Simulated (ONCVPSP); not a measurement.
# Varying the ONCV potential for sulfur

Base potential:

```json
{
 "Element": "S (Z = 16)",
 "Generator": "ONCVPSP 4.0.1",
 "Type": "optimised norm-conserving Vanderbilt (ONCV)",
 "Functional": "BLYP",
 "Relativity": "non-relativistic",
 "Frozen core": "[He]",
 "Valence charge": "14",
 "Reference configuration": "2s2 2p6 3s1.75 3p4.25",
 "Partial waves": "2s+3s: rc 0.80 bohr, ncon 4, nbas 7, qcut 13 1/bohr, 3 projectors, debl 1.2 Ha; 2p+3p: rc 0.95 bohr, ncon 3, nbas 8, qcut 16.8 1/bohr, 2 projectors",
 "Local potential": "polynomial inside 0.60 bohr (lpopt 5, dvloc0 0 Ha)",
 "Core correction": "Teter function, fcfact 4, rcfact 1.6"
}
```

Cutoffs, loose and tight: the cutoffs (Ha) at which the residual kinetic energy of the hardest occupied pseudo-wave falls to 1 and 0.1 mHa per electron. They do not see the model core or the augmentation charge, which bear on the density cutoff. Test errors are all-electron minus pseudo excitation energies from the reference, over the configurations 2s2 2p6 3s2 3p4; 2s2 2p6 3s2 3p3; 2s2 2p6 3s2 3p2; 2s2 2p5 3s2 3p4. A dash means not determined; rows that change the core or the reference have their own tests.

A true bound ghost makes a file unfit for plane-wave use even where its test errors are small: the radial tests pick states by their node count and pass the ghost by.

```tsv
change	outcome	cutoff, loose	cutoff, tight	bound ghosts	GHOST(+) flags above zero	largest test error (meV)
base	generated	103 Ha	116 Ha	s	s	+1219
all radii but the core radius scaled by about 0.78 (s 0.62, p 0.74 bohr); local potential polynomial inside 0.46 bohr (lpopt 5, dvloc0 0 Ha)	generated	173 Ha	316 Ha	s	s	+694
all radii but the core radius scaled by about 0.93 (s 0.74, p 0.88 bohr); local potential polynomial inside 0.56 bohr (lpopt 5, dvloc0 0 Ha)	generated	109 Ha	122 Ha	s	s	+1037
all radii but the core radius scaled by about 1.13 (s 0.90, p 1.08 bohr); local potential polynomial inside 0.68 bohr (lpopt 5, dvloc0 0 Ha)	generated	93 Ha	106 Ha	none	none	+1556
all radii but the core radius scaled by about 1.20 (s 0.96, p 1.14 bohr); local potential polynomial inside 0.72 bohr (lpopt 5, dvloc0 0 Ha)	generated	88 Ha	101 Ha	none	none	+1780
all radii but the core radius scaled by about 1.28 (s 1.02, p 1.22 bohr); local potential polynomial inside 0.76 bohr (lpopt 5, dvloc0 0 Ha)	generated	83 Ha	95 Ha	none	none	+2025
```

Reading the sweep of the scale of all radii but the core radius (base = 1) (base included, trends over the rows without a ghost): Bound ghosts are found at 0.78, 0.93, 1.
